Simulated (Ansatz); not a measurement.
```xyz
9

O     0.2517   -0.7223   -1.8515
Hf   -0.1093    0.0293   -0.1444
O    -1.6699    1.1063   -0.0259
Se   -0.2686   -2.0359    1.4183
Se    1.7977    1.6207    0.6058
H     0.3404   -0.9202   -2.7787
H    -2.5253    1.5146   -0.1166
H    -0.5926   -1.1429    2.5431
H     2.7758    0.5503    0.3499
```

The species carries charge 0 and has multiplicity 1. Hf takes the def2 core potential.

(1) List the PBE0/def2-TZVPP orbital energies in eV (the Gaussian-basis code of Ansatz). (Best estimate.)

## Answers

(1) The calculation gave: Occupied: -12361.00, -12361.00, -1583.82, -1583.82, -1420.85, -1420.85, -1420.80, -1420.80, -1420.79, -1420.79, -523.07, -523.07, -214.23, -214.23, -157.81, -157.81, -157.66, -157.66, -157.61, -157.61, -68.59, -57.81, -57.81, -57.75, -57.75, -57.71, -57.71, -57.58, -57.58, -57.58, -57.58, -37.36, -36.97, -36.72, -27.63, -27.31, -18.92, -18.78, -15.02, -14.42, -10.82, -10.63, -10.42, -10.12, -10.11, -9.90, -8.34, -7.78, -7.29, -6.70. Lowest empty: -0.83, -0.61, -0.33, -0.30, 0.12, 0.36, 0.85, 1.10.
